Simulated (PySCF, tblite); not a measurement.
Cost against size for one kind of job: PySCF 2.14.0, density-fitted response routines, TDDFT CAM-B3LYP/def2-SVPD, vertical, gas phase, core orbitals frozen in the response; work: 8 singlets by full TDDFT, 3 Tamm–Dancoff triplets, polarisability. Hardware: Arm Neoverse V1, one thread, no GPU (shared host). Times come from a shared host and carry two figures at best.

```
        species (SMILES)  atoms  electrons  basis functions  SCF cycles  wall time
                C/C=C\CF     12         40              159          12       20 s
     C#CB[Si@@H](BBr)C#C     13         88              225          13          ?
         C=Cc1cc[s+]cc1F     15         72              238          14       55 s
C#CC1=C[CH+]C[C@@H](F)S1     15         72              238          14       54 s
    C[C](C)(C)[GeH2][SH]     18         84              241          11       66 s
```

Problem. Estimate the withheld figures.

Solution. `C#CB[Si@@H](BBr)C#C`: 70 s.

---

Cost against size for one kind of job: GFN2-xTB Langevin dynamics, gas phase in tblite; work: Langevin dynamics, 2000 steps. Hardware: one thread, Arm Neoverse V1 (aarch64), shared host. Other jobs ran on the host; a repeat could differ by tens of per cent or more. Peak memory is the resident size of the whole Python process, interpreter and libraries included.

```
     species (SMILES)  atoms  electrons  wall time  peak memory
      C/C=C(\C)C(=O)O     15         54      9.4 s     0.18 GiB
          C=COC(=C)OC     15         54      9.6 s     0.18 GiB
COC[C@@H](C)C(=O)[O-]     17         64       12 s     0.19 GiB
       C1=CC1=CC1CCC1     18         58          ?            ?
     C1=CCC(C2CC2)=C1     18         58       12 s     0.19 GiB
```

Estimate the withheld figures.

`C1=CC1=CC1CCC1`: 12 s, 0.18 GiB.
